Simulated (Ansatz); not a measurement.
Process, species as SMILES: F[C]F (closed-shell singlet) → C atom + 2 F atom
B3LYP-D3(BJ)/def2-TZVP geometries, fixed; electronic energies without zero-point terms.

How fast the atomisation energy converges with the basis for several methods (Ansatz, a program for electronic structure): deviation from each method's own reference, in kcal/mol. References: B2PLYP 257.82 kcal/mol, the value in aug-pcseg-3; B3LYP 255.99 kcal/mol, the value in aug-pcseg-3; CCSD(T) 258.67 kcal/mol, Hartree-Fock in aug-cc-pVQZ plus the correlation part extrapolated as X^-3 from aug-cc-pVTZ and aug-cc-pVQZ; HF 159.37 kcal/mol, the value in aug-pcseg-3; MP2 272.71 kcal/mol, Hartree-Fock in aug-cc-pVQZ plus the correlation part extrapolated as X^-3 from aug-cc-pVTZ and aug-cc-pVQZ; PBE 276.90 kcal/mol, the value in aug-pcseg-3. Cartesian d functions, on some or all atoms, in 6-31G**; all else is spherical. In correlated methods cores are frozen. A restricted Hartree-Fock determinant is unstable towards unrestricted orbitals. Open shells are unrestricted. No added dispersion term, no relativity. 

```json
[
 {"basis": "3-21G", "functions": "27", "B2PLYP": "-30.94", "B3LYP": "-15.99", "CCSD(T)": "-52.96", "HF": "-31.94", "MP2": "-62.47", "PBE": "?"},
 {"basis": "6-31G**", "functions": "45", "B2PLYP": "-4.05", "B3LYP": "2.71", "CCSD(T)": "-16.85", "HF": "-3.08", "MP2": "-19.30", "PBE": "?"},
 {"basis": "6-311++G(2d,2p)", "functions": "81", "B2PLYP": "-7.79", "B3LYP": "-4.14", "CCSD(T)": "-19.03", "HF": "-5.53", "MP2": "-18.55", "PBE": "?"},
 {"basis": "cc-pVTZ", "functions": "90", "B2PLYP": "-2.03", "B3LYP": "0.38", "CCSD(T)": "-9.14", "HF": "-1.47", "MP2": "-9.44", "PBE": "?"},
 {"basis": "def2-TZVPP", "functions": "93", "B2PLYP": "-2.55", "B3LYP": "-0.58", "CCSD(T)": "-9.14", "HF": "-1.52", "MP2": "-9.31", "PBE": "?"},
 {"basis": "jun-cc-pV(T+d)Z", "functions": "117", "B2PLYP": "-2.66", "B3LYP": "-1.13", "CCSD(T)": "-8.52", "HF": "-1.34", "MP2": "-8.57", "PBE": "?"},
 {"basis": "aug-pcseg-2", "functions": "138", "B2PLYP": "-1.42", "B3LYP": "-0.15", "CCSD(T)": "-6.32", "HF": "0.11", "MP2": "-6.52", "PBE": "?"},
 {"basis": "pcseg-3", "functions": "180", "B2PLYP": "-0.29", "B3LYP": "-0.11", "CCSD(T)": "-2.91", "HF": "-0.09", "MP2": "-2.80", "PBE": "?"}
]
```

Q: What belongs in the gaps?

A: 
- 3-21G, PBE: -10.42
- 6-31G**, PBE: 4.96
- 6-311++G(2d,2p), PBE: -3.54
- cc-pVTZ, PBE: 1.14
- def2-TZVPP, PBE: -0.06
- jun-cc-pV(T+d)Z, PBE: -1.06
- aug-pcseg-2, PBE: -0.09
- pcseg-3, PBE: -0.14

Mean absolute deviation over 6-311++G(2d,2p), cc-pVTZ, def2-TZVPP, jun-cc-pV(T+d)Z, aug-pcseg-2: PBE 1.18, B3LYP 1.28, HF 1.99, B2PLYP 3.29, CCSD(T) 10.43, MP2 10.48 kcal/mol.
